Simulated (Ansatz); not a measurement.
Reaction (redistribution): `C[N]([GeH3])[Si](C)(C)C` + `[Li][O]C` → `[Li][O][Si](C)(C)C` + `C[N](C)[GeH3]`

Isolated molecules relaxed with PBE0-D4/def2-TZVP in Ansatz; ΔE leaves out vibrations. CCSD(T)/CBS is the MP2 limit (def2-TZVPP, def2-QZVPP) plus CCSD(T) − MP2 in def2-TZVPP, frozen cores. DFT in def2-TZVPP. For Ge, Li outer-core shells are correlated without core-valence functions, which leaves a few kJ/mol of doubt a bond. Scalar relativity is left out up to krypton. One conformer a species, not always the lowest.

`C[N]([GeH3])[Si](C)(C)C`:

Cartesian coordinates in Å:
```
C -0.592 -1.596 1.330
N 0.261 -0.508 0.872
Ge 1.384 0.155 2.163
Si -0.127 0.231 -0.648
C -1.888 0.876 -0.635
C 1.047 1.649 -0.979
C 0.031 -1.035 -2.021
H -1.080 -2.092 0.486
H -1.386 -1.261 2.012
H -0.012 -2.366 1.852
H 0.598 0.936 3.242
H 2.432 1.074 1.524
H 2.058 -1.055 2.841
H -2.604 0.077 -0.423
H -2.017 1.648 0.128
H -2.157 1.310 -1.603
H 2.088 1.321 -1.013
H 0.965 2.442 -0.232
H 0.805 2.088 -1.952
H -0.632 -1.891 -1.871
H 1.055 -1.413 -2.084
H -0.227 -0.590 -2.987
```

`[Li][O]C`:

Cartesian coordinates in Å:
```
Li -1.717 1.729 -0.015
O -0.607 0.611 -0.005
C 0.356 -0.358 0.003
H -0.066 -1.378 -0.054
H 1.058 -0.269 -0.846
H 0.977 -0.334 0.917
```

`[Li][O][Si](C)(C)C`:

```xyz
15

Li    0.037   -3.127    1.640
O     0.020   -1.696    0.890
Si    0.003   -0.275    0.145
C     1.519    0.750    0.588
C    -1.518    0.729    0.617
C    -0.013   -0.483   -1.727
H     1.563    0.935    1.666
H     1.514    1.721    0.083
H     2.439    0.230    0.303
H    -1.536    1.699    0.112
H    -2.436    0.196    0.348
H    -1.545    0.913    1.695
H    -0.895   -1.044   -2.050
H    -0.025    0.482   -2.242
H     0.872   -1.031   -2.066
```

`C[N](C)[GeH3]`:

```xyz
13

C    -0.040    0.988   -1.092
N    -0.168   -0.205   -0.290
C    -1.365   -0.205    0.516
Ge    1.367   -0.834    0.507
H     0.020    1.916   -0.497
H    -0.907    1.085   -1.757
H     0.852    0.934   -1.721
H    -2.249   -0.123   -0.128
H    -1.410    0.628    1.239
H    -1.451   -1.140    1.075
H     2.434   -0.941   -0.593
H     1.030   -2.205    1.112
H     1.888    0.101    1.629
```

| species | ωB97X-V energy (Eh) |
| --- | --- |
| `C[N]([GeH3])[Si](C)(C)C` | -2582.56250 |
| `[Li][O]C` | -122.67699 |
| `[Li][O][Si](C)(C)C` | -492.08851 |
| `C[N](C)[GeH3]` | -2213.18829 |

Task: Work out ΔE.

Result: ΔE = (-492.08851) + (-2213.18829) − (-2582.56250) − (-122.67699) = -0.03731 Eh = -98.0 kJ/mol. CCSD(T)/CBS gives -103.3 kJ/mol.

Largest T1 diagnostic among the species: 0.013.

The D4 term adds +11.3 kJ/mol with B3LYP and +7.0 kJ/mol with PBE0; it sums over pairs of atoms, weighted by their polarisabilities, and B3LYP, whose exchange is more repulsive, gets the larger term. At CCSD(T), def2-SVP lies +8.2 kJ/mol from the extrapolated value and def2-TZVPP +1.1 kJ/mol. Leaving LDA and LC-ωPBE aside and taking each functional with its dispersion term where it has one, the values, not all of them listed here, spread over 15.4 kJ/mol, from B2PLYP to revPBE-D4. LDA lies +4.4 kJ/mol from PBE without D4.

B3LYP here is the variant with VWN-RPA as its local correlation; programs differ in this.
